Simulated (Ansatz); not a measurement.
Coupled-cluster run, AlBrClH2N (`[NH2][Al]([Cl])[Br]`).

```yaml
crystal:
  periodic: [false, false, false]
  atoms:
    - {symbol: N, position_ang: [-0.060198, 1.030306, -0.052287]}
    - {symbol: Al, position_ang: [0.078081, -0.708395, 0.049241]}
    - {symbol: Cl, position_ang: [1.403943, -1.566664, 1.407072]}
    - {symbol: Br, position_ang: [-1.168974, -2.010925, -1.279060]}
    - {symbol: H, position_ang: [0.466841, 1.676676, 0.511361]}
    - {symbol: H, position_ang: [-0.677492, 1.514902, -0.682427]}
basis:
  gaussian: {orbitals: def2-SVP}
correlation: {method: ccsd_t}
```

```sh
$ ansatz run in.yaml --threads 2 --pin off --events-out ev --progress --plain
```

The program prints (abridged):

```
Functional definition: HF
867 factors; integrals over basis functions are off by at most 7.8e-4 eV
mean field evaluation 1: about -90585.9933 eV, gradient 3.3e1 eV
mean field evaluation 2: about -90586.0184 eV, gradient 3.3e1 eV
mean field evaluation 4: about -90588.4504 eV, gradient 2.1e0 eV
mean field evaluation 8: about -90588.4725 eV, gradient 1.4e-1 eV
mean field -90588.47256252 eV, -3329.0649636004 hartree, gradient 1.8e-6 eV, S^2 0.000000; 0 other end points of the search recorded, 0 dependent functions left out
20 core orbitals not correlated: weight in the atoms' cores, before any rotation towards them, 1.000 or more for the frozen orbitals, at most 0.000 for the correlated occupied ones
reference -90588.47256252 eV, -3329.0649636004 hartree; 17, 17 occupied and 55, 55 virtual orbitals, 867 factors
second order -15.97752634 eV of doubles, -0.00000000 eV of singles
cycle   1  -16.33518823 eV  change   -3.6e-1 eV  update   7.3e-2
cycle   2  -16.64053731 eV  change   -3.1e-1 eV  update   2.1e-2
cycle   3  -16.69114600 eV  change   -5.1e-2 eV  update   1.0e-2
cycle   4  -16.68422776 eV  change    6.9e-3 eV  update   2.7e-3
cycle   5  -16.68457685 eV  change   -3.5e-4 eV  update   1.1e-3
cycle   6  -16.68433854 eV  change    2.4e-4 eV  update   3.5e-4
cycle   7  -16.68424753 eV  change    9.1e-5 eV  update   1.1e-4
cycle   8  -16.68431154 eV  change   -6.4e-5 eV  update   3.0e-5
cycle   9  -16.68430489 eV  change    6.7e-6 eV  update   8.6e-6
perturbative correction -0.36511219 eV, -0.0134176255 hartree
Total energy: -90605.52197959 eV, -3329.6915181214 hartree
```

It took 3.5 s on 2 threads of a server CPU on a shared host, with 0.29 GiB of host memory at the peak.

The correlation energy is -17.049 eV, 2.1 % of it from (T); the T1 diagnostic reads 0.0088.
